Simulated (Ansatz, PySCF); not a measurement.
Gas-phase reaction in SMILES: FC(F)(F)C(Cl)Cl + 5 C (CH4) -> CC (C2H6) [ethane] + 2 CCl (CH3Cl) [chloromethane] + 3 CF (CH3F) [fluoromethane]
Structures are relaxed separately at B3LYP-D3(BJ)/def2-TZVP in Ansatz (a quantum-chemistry and plane-wave program), one conformer each, not searched for the lowest. Frequencies are from Ansatz or PySCF.

Quantity: bond separation energy (enthalpy at 298 K, with B3LYP-D3(BJ) rigid-rotor harmonic-oscillator terms), in kcal/mol. Correlated levels leave the core frozen unless marked. Spin-orbit coupling is left out. Non-relativistic. CBS marks a two-point X^-3 extrapolation of the correlation energy; Hartree-Fock from the larger set. [CCSD(T)-MP2]/basis is that difference in the basis named.

| level | program | bond separation energy (kcal/mol) |
|---|---|---|
| HF/STO-3G | Ansatz | 29.2 |
| HF/cc-pV(D+d)Z | Ansatz | 33.1 |
| HF/cc-pV(T+d)Z | Ansatz | 32.2 |
| PBE/def2-TZVPD | Ansatz | 37.3 |
| r2SCAN-D3(BJ)/def2-TZVPD | Ansatz + dftd3 | 44.0 |
| B3LYP-D3(BJ)/def2-TZVPD | Ansatz + dftd3 | 34.8 |
| B3LYP/def2-TZVPD | Ansatz | 32.5 |

Predict the RI-MP2/CBS(cc-pV(T+d)Z,cc-pV(Q+d)Z)+[CCSD(T)-MP2]/cc-pV(T+d)Z result (Ansatz).

39.5 kcal/mol, so B3LYP/def2-TZVPD differs from it by -7.0 kcal/mol.
